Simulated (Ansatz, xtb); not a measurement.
C2H12Si3: 4 structures ranked

4 gas-phase structures of C2H12Si3, from a drawn sample of its isomers (lower ones may exist). Each was relaxed with GFN2-xTB; where two conformers were screened, the lower at r2SCAN-D4/def2-SVP is listed:

A. `C[Si](C)([SiH3])[SiH3]`, a singlet
B. `C[SiH2][Si@@H](C)[SiH3]`, a singlet
C. `C[SiH2][SiH2][SiH2]C`, a singlet
D. `C[SiH](C)[SiH2][SiH3]`, a singlet

Which do you expect lowest at r2SCAN-D4/def2-SVP, and how would the others follow?

Calculated order at r2SCAN-D4/def2-SVP: D (0.000), C (0.035), A (0.060), B (0.066) eV. Less than 1 kcal/mol parts D and C; C and A; A and B, so the order within those pairs means little.

Energies above the lowest of each column, in eV; the last columns are at PBE0-D3(BJ)/def2-SVP geometries:

```tsv
structure	GFN2-xTB	HF/STO-3G	r2SCAN-D4/def2-SVP	PBE0-D3(BJ)/def2-SVP	CCSD(T)/def2-SVP + ΔMP2/def2-TZVPP
D	0.018	0.000	0.000	0.000	0.000
C	0.000	0.050	0.035	0.009	0.025
A	0.014	0.097	0.060	0.034	0.045
B	0.012	0.087	0.066	0.042	0.054
```

CCSD(T)/def2-SVP + ΔMP2/def2-TZVPP has C and D within 1 kcal/mol of each other at the bottom, and every level picks one of them. Flexible structures stand in one conformer each, not always the lowest. ΔMP2 is the change of the MP2 energy from the smaller to the larger basis.

Over these structures GFN2-xTB departs from r2SCAN-D4/def2-SVP by 0.023 eV on average once a common shift is removed. A GFN2-xTB relaxation took about 0.43 s and the r2SCAN-D4/def2-SVP energy about 5.7 s on a shared host (Ansatz 0.2.0, xtb 6.7.1).
